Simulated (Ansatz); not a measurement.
C2H5FGaI, SMILES `FC(I)[CH2][GaH2]` at its PBE0-D4/def2-TZVP geometry, where that method's forces vanish. Charge 0, multiplicity 1. I takes the def2 core potential.

```tsv
atom	x (Å)	y (Å)	z (Å)
F1	-0.8597	1.8034	-0.5267
C2	-1.0837	0.6339	0.1077
I3	-0.1998	0.8184	2.1530
C4	-0.3941	-0.5087	-0.5519
Ga5	1.5353	-0.4529	0.0309
H6	-2.1503	0.5482	0.3165
H7	-0.8356	-1.4425	-0.1975
H8	-0.5567	-0.4331	-1.6316
H9	2.4091	0.7782	-0.3864
H10	2.1355	-1.7450	0.6860
```

Question: For each bond, give half the difference of the two atoms' forces along it (eV/Å; positive pushes the atoms apart) under PBE-D4, r2SCAN-D4, B3LYP-D4, ωB97M-V in def2-TZVPP. (Estimate.)

Answer: Computed: 
```csv
bond,length (Å),PBE-D4,r2SCAN-D4,B3LYP-D4,ωB97M-V
F1–C2,1.349,0.56,0.29,0.38,0.29
C2–I3,2.236,0.24,0.27,0.25,-0.20
C2–C4,1.489,-0.14,-0.05,0.06,0.25
C2–H6,1.090,0.08,-0.09,-0.24,-0.22
C4–Ga5,2.016,0.07,0.03,0.20,0.00
C4–H7,1.092,0.09,-0.01,-0.10,-0.07
C4–H8,1.094,0.11,-0.02,-0.11,-0.09
Ga5–H9,1.566,0.01,-0.09,-0.07,-0.09
Ga5–H10,1.568,0.01,-0.08,-0.07,-0.09
```

B3LYP here is the variant with VWN-RPA as its local correlation; programs differ in this.
